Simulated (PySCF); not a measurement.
## Two-component Hartree-Fock for Cu²⁺ (copper, charge +2)

Start: [Ar] 3d8 4p1; 3d3/2 filled at m_j = -1/2, +1/2, +3/2; 3d5/2 filled at m_j = -3/2, -1/2, +1/2, +3/2, +5/2; 4p3/2 filled at m_j = +3/2. Calculated with PySCF 2.14 in x2c-TZVPall-2c with one added diffuse shell each of s, p, d type (7s8p5d1f, 63 functions): generalised Hartree-Fock with the X2C-1e Hamiltonian and a Gaussian nucleus; one run each with spin-orbit coupling (SO) switched off, then screened by Boettger's factors. This is a chosen level, not necessarily the ground level.

```
spinor shell  electrons  ε, spin-free (eV)  ε, screened SO (eV)  weight of nominal j (screened SO)  rms radius, screened SO (bohr)
       1s1/2          2            -9083.9              -9083.7                              1.000                          0.0601
       2s1/2          2            -1171.2              -1171.1                              1.000                           0.254
       2p1/2          2            -1011.6              -1026.2                              0.999                           0.226
       2p3/2          4            -1011.6              -1004.5                              0.999                           0.229
       3s1/2          2            -176.51              -176.52                              1.000                           0.757
       3p1/2          2            -127.04              -131.38                              0.816                           0.793
       3p3/2          4            -127.04              -124.92                              0.908                           0.803
       3d5/2          5            -49.933              -50.377                              0.619                           0.958
       3d3/2          3            -49.933              -49.285                              0.639                           0.959
       4p3/2          1            -21.174              -21.118                              1.000                            2.88
```

```json
{"quantity": "E (hartree)", "spin-free": "-1651.75630", "screened SO": "-1651.80171"}
{"quantity": "M_J", "spin-free": "11/2", "screened SO": "11/2"}
{"quantity": "⟨J²⟩", "spin-free": "35.754", "screened SO": "35.754"}
{"quantity": "⟨L²⟩", "spin-free": "20.003", "screened SO": "20.015"}
{"quantity": "⟨S²⟩", "spin-free": "3.751", "screened SO": "3.749"}
```

Each row is a mean over spinors that exchange with the open shell spreads, by up to 12.229 eV (3p3/2).

Rows whose weight is well below 1 are mixtures of j = l ± 1/2: exchange outweighs spin-orbit coupling there, and the label is only the starting occupation.

Without spin-orbit coupling the j labels of p, d and f shells carry no meaning; the spin-free column gives the mean over the occupied spinors of each nl shell.
